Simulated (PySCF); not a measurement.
Job file and geometry (Å, from GFN2-xTB) of an NMR shielding run on `NCC#C[C@@H]1C[C@@H]1F`, C₆H₈FN, GIAO PBE0/pcSseg-1 NMR shielding, non-relativistic, gas phase in PySCF 2.14.0, density-fitted response routines; density fitting, a coarse starting grid and PySCF grid level 2 are the driver's defaults:

```
{"job": {"kind": "nmr", "xc": "PBE0", "basis": "pcSseg-1"}, "charge": 0, "multiplicity": 1}
N      2.826496    -0.645397     1.183274
C      1.892820    -1.648337     0.687244
C      0.600152    -1.105293     0.290860
C     -0.430231    -0.557037     0.009412
C     -1.657392     0.085988    -0.345445
C     -1.684238     1.005893    -1.547289
C     -1.788526     1.576198    -0.174134
F     -0.725679     2.276511     0.311449
H      2.993910     0.058051     0.470649
H      2.432498    -0.171532     1.990026
H      1.741842    -2.392715     1.476822
H      2.354983    -2.148192    -0.171366
H     -2.544622    -0.502398    -0.138724
H     -0.749162     1.155367    -2.065586
H     -2.557325     1.015402    -2.180657
H     -2.713124     2.006435     0.192055
```

Task: What does the program print?

Result: 
```
coarse grid: 13624 points
cycle   1  E = -387.3335859882  dE =  1.245e+00  |g| = 5.803e-01  |ddm| = 3.947e+00
cycle   2  E = -387.3129872274  dE =  2.060e-02  |g| = 7.135e-01  |ddm| = 1.284e+00
cycle   3  E = -387.4013482836  dE = -8.836e-02  |g| = 9.261e-02  |ddm| = 6.890e-01
cycle   4  E = -387.4026239766  dE = -1.276e-03  |g| = 4.272e-02  |ddm| = 1.088e-01
cycle   5  E = -387.4029440534  dE = -3.201e-04  |g| = 2.108e-02  |ddm| = 4.811e-02
cycle   6  E = -387.4030461065  dE = -1.021e-04  |g| = 4.798e-03  |ddm| = 2.098e-02
cycle   7  E = -387.4030510626  dE = -4.956e-06  |g| = 1.091e-03  |ddm| = 6.969e-03
final grid: 132824 points
cycle   8  E = -387.4557862944  dE = -4.033e-05  |g| = 8.937e-03  |ddm| = 4.854e-02
cycle   9  E = -387.4557769746  dE =  9.320e-06  |g| = 1.161e-02  |ddm| = 1.835e-02
cycle  10  E = -387.4558040131  dE = -2.704e-05  |g| = 1.144e-03  |ddm| = 9.620e-03
cycle  11  E = -387.4558042658  dE = -2.526e-07  |g| = 2.366e-04  |ddm| = 1.559e-03
cycle  12  E = -387.4558042702  dE = -4.434e-09  |g| = 1.682e-04  |ddm| = 2.992e-04
cycle  13  E = -387.4558042767  dE = -6.502e-09  |g| = 3.912e-05  |ddm| = 1.700e-04
cycle  14  E = -387.4558042771  dE = -3.290e-10  |g| = 1.134e-05  |ddm| = 3.793e-05
converged SCF energy = -387.4558042771

GIAO shielding tensors (ppm)
atom      isotropic    diamagn.    paramagn.     s11        s22        s33       span
  0 N      221.823     319.573     -97.749    200.627    221.135    243.708     43.081
  1 C      150.964     246.679     -95.715    128.294    153.308    171.291     42.997
  2 C       98.525     268.805    -170.280     -4.937     18.299    282.213    287.150
  3 C      100.265     256.163    -155.898     13.529     35.416    251.852    238.323
  4 C      177.009     256.011     -79.003    147.151    165.262    218.613     71.462
  5 C      170.250     255.594     -85.344    144.235    162.793    203.721     59.487
  6 C      111.945     241.728    -129.783     57.657     87.876    190.301    132.644
  7 F      414.774     476.648     -61.875    376.555    403.811    463.955     87.399
  8 H       30.969      33.849      -2.880     25.658     28.733     38.515     12.857
  9 H       30.924      33.487      -2.563     25.617     28.510     38.644     13.027
 10 H       28.145      28.266      -0.122     22.508     27.963     33.962     11.454
 11 H       28.162      28.585      -0.423     22.391     28.108     33.986     11.595
 12 H       30.263      30.701      -0.438     22.819     27.831     40.140     17.321
 13 H       30.771      31.498      -0.727     25.602     29.392     37.320     11.718
 14 H       30.867      30.027       0.840     25.547     26.434     40.620     15.073
 15 H       27.182      29.556      -2.374     21.889     26.338     33.320     11.431
```

Task: Turn these shieldings into chemical shifts. References, each an isolated molecule treated in the same way: ¹⁵N (σref 267.73) against NH3; ¹³C (σref 186.93), ¹H (σref 31.72) against TMS; ¹⁹F (σref 170.95) against CFCl3.

Result: Averaging equivalent atoms: N 0: 45.9; C 2: 88.4; C 3: 86.7; C 6: 75.0; C 1: 36.0; C 5: 16.7; C 4: 9.9; F 7: -243.8; H 15: 4.54; H 10: 3.57; H 11: 3.56; H 12: 1.45; H 13: 0.95; H 14: 0.85; H 8/9: 0.77 ppm. Unscaled 19F shifts against computed CFCl3 carry errors that often reach 10 to 50 ppm. Experimental scales use liquid or dissolved standards, which lie at an offset from isolated NH3 (liquid NH3: subtract about 20 ppm).

Size and cost of the density-fitted run: 176 basis functions, 23 s wall time on 1 thread of an Arm Neoverse V1, shared host.
